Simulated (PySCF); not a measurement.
**Relaxation of septet Co2H4**

Computed with UPBE0 in PySCF with Co def2-TZVP, H def2-TZVP; no relativity; density-fitted integrals. A (50,194) grid was used.

A start displaced from a saddle point along its imaginary mode, of C2h symmetry, held to at least that symmetry:

```xyz
6
charge 0 multiplicity 7, angstrom
Co    1.2724   -0.0043    0.0000
Co   -1.2724    0.0043    0.0000
H     0.0193    1.2063    0.0000
H    -0.0193   -1.2063    0.0000
H     2.8508    0.1200    0.0000
H    -2.8508   -0.1200    0.0000
```

**Question.** What does it relax to?

**Answer.** It ends at C2h with Co–H 1.569 Å (×2), Co–H 1.750 Å (×2), Co–H 1.756 Å (×2); Co–H–Co 93.0° (×2), H–Co–H 87.0° (×2), H–Co–H 116.7° (×2), H–Co–H 156.3° (×2) (after a last refinement on a finer grid). A frequency run shows a minimum.

**Question.** How much energy is released, and in how many steps?

**Answer.** 5.3 kJ/mol in 9 steps.

Open d and f shells are described by one determinant, and the ground state may have another occupation or spin.

The relaxation took 38 s on 4 threads of a shared Arm Neoverse V1 host, with 114 basis functions and 11 gradients; the process peaked at 1.9 GiB. Launch command: `OMP_NUM_THREADS=4 python axn.py task.json out`.
